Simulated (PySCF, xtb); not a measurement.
FH6NOSi2, SMILES F[Si@H](N[SiH3])O.

GFN2-xTB run with xtb at its own geometry gives an orbital gap of 5.58 eV and a dipole moment of 3.01 D.

Geometry: B3LYP-D3(BJ)/def2-SVP. The structure was generated by enumeration; whether it is a known compound was not checked. One conformer was computed; it need not be the lowest.

Q: What does PySCF with PBE/def2-TZVP give? (The exact figures need the calculation; the answer reports its results.)

A: gap 5.93 eV (levels -6.68 and -0.75 eV), dipole 2.73 D.
